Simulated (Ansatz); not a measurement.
Complex (SMILES): [H][H] (H2) with [SiH3][SiH3] (Si2H6), atoms 1 to 2 the first; geometry from B3LYP-D3(BJ)/def2-TZVP, monomers rigid:
```xyz
10

H      0.3397     0.0222     0.2902
H      0.6122     0.2666    -0.3576
Si     0.3200    -3.2284    -1.0917
Si     1.0226    -2.2141    -3.0850
H      0.1535    -4.6882    -1.2985
H      1.3218    -3.0132    -0.0199
H     -0.9775    -2.6616    -0.6511
H      1.2073    -0.7551    -2.8941
H      2.3113    -2.7989    -3.5296
H      0.0137    -2.4266    -4.1514
```

Interaction energy at PBE0 with Ansatz (a first-principles code), kcal/mol, without and with the counterpoise correction (monomers among the partner's ghost functions). Cartesian d functions, on some or all atoms, in 6-31+G*, 6-31G**; all else is spherical. The program fits the integrals of some runs and decomposes those of others, by size. No added dispersion term, no relativity. Reference, counterpoise-corrected: the value in aug-pcseg-3, -0.15.

| basis | functions | uncorrected | counterpoise | counterpoise correction | mean of both |
|---|---|---|---|---|---|
| STO-3G | 26 | 0.00 | 0.16 | 0.16 | 0.08 |
| pcseg-0 | 42 | -0.33 | -0.24 | 0.09 | -0.29 |
| 6-31+G* | 62 | -0.17 | -0.03 | 0.13 | -0.10 |
| 6-31G** | 78 | -0.22 | -0.07 | 0.15 | -0.15 |
| def2-TZVPD | 158 | -0.15 | -0.13 | 0.02 | -0.14 |
| def2-QZVP | 380 | -0.15 | -0.15 | 0.00 | -0.15 |
| def2-QZVPP | 380 | -0.15 | -0.15 | 0.00 | -0.15 |
| aug-pcseg-3 | 570 | -0.16 | -0.15 | 0.00 | -0.15 |

The corrected value lies nearer the reference in 4 of 8 rows.
